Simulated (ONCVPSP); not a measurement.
PBEsol ONCV dataset for bismuth (Bi), scalar-relativistic all-electron reference.

Bi, optimised norm-conserving Vanderbilt (ONCV), made with ONCVPSP 4.0.1 (PBEsol, scalar-relativistic). Core [Xe] 4f14, reference 5d10 6s2 6p2.5 (charge +0.5). Waves: 6s: rc 2.00 bohr, ncon 4, nbas 8, qcut 3.3 1/bohr, 1 projector; 6p: rc 2.15 bohr, ncon 4, nbas 7, qcut 4.6 1/bohr, 2 projectors, debl 1.3 Ha; 5d: rc 1.80 bohr, ncon 3, nbas 8, qcut 10.2 1/bohr, 2 projectors, debl 3.5 Ha. Local part: polynomial inside 1.70 bohr (lpopt 2, dvloc0 0 Ha). Core correction: none.

Calculated quality:

* Cutoffs needed: 28 Ha and 40 Ha (the cutoffs (Ha) at which the residual kinetic energy of the hardest occupied pseudo-wave falls to 1 and 0.1 mHa per electron)
* Ghost test: no bound ghost flagged; GHOST(+) flagged for s at 13.8 eV, p at 82.7 eV
* Largest excitation error: -99 meV (all-electron minus pseudo) for 5d9 6s2 6p3, out of 4 test configurations

Generation and tests took about 3.4 s on one core of a shared server CPU.
